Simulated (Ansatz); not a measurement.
Born–Oppenheimer molecular dynamics of BFH$_{6}$N$_{2}$O (11 atoms, charge 0, multiplicity 1). It starts at the highest image of a converged band. Of that band: The profile has 3 maxima (images 2, 4, 7) with wells between them (images 3, 6): this band takes more than one step, which may be the mechanism or a detour left from its start path. A vibrational analysis at the climbing image gives one clearly imaginary mode, 680i cm⁻¹: a first-order saddle point.

The calculation used Ansatz 0.2.0, RKS PBE/def2-SVP.

- ensemble: NVE (velocity Verlet)
- time step: 0.5 fs
- steps asked: 200
- starting velocities drawn for: 300 K
- seed: 10761

First frame:

```xyz
11
Properties=species:S:1:pos:R:3
B -0.002 0.189 -0.037
O 0.102 -0.445 1.409
H -0.768 -0.880 1.528
N 1.216 -0.006 -0.762
H 2.082 -0.124 -0.234
H 1.367 0.527 -1.619
N -1.323 0.062 -0.635
H -1.984 0.820 -0.452
H -1.353 -0.206 -1.621
F -0.097 1.691 0.924
H -0.025 0.694 1.626
```

Task: How far do the bonds stretch over the last three quarters of this one trajectory? (Pairs bonded in most of those frames.)

Result: 
```
   bond  mean (Å)  spread (Å)  shortest  longest
  B1–O2     1.416       0.042      1.34     1.50
  B1–N4     1.426       0.014      1.41     1.46
  B1–N7     1.440       0.026      1.39     1.50
  O2–H3     0.973       0.007      0.96     0.99
  N4–H5     1.021       0.012      1.00     1.04
  N4–H6     1.019       0.008      1.01     1.03
  N7–H8     1.023       0.015      1.00     1.05
  N7–H9     1.024       0.020      0.99     1.06
F10–H11     0.954       0.045      0.88     1.03
```

Mean temperature of the second half: 561 K. The conserved energy stayed within 0.21 meV per atom of its start (net change 0.012 meV per atom), so the integration is sound. The kinetic energy rose, since the run started high on the potential surface and went downhill. It ends in pieces (BH5N2O + FH), so much of that is their flight and rotation, not heat. A run of 0.1 ps of so small a system gives no equilibrium averages. The orbitals stay closed-shell, which can raise the energy where a bond breaks towards radicals; this wasn't checked here.

Run time: 2.7 min on 2 threads of Intel(R) Xeon(R) 6975P-C (Granite Rapids), with other jobs on the host, peak memory 0.15 GiB.
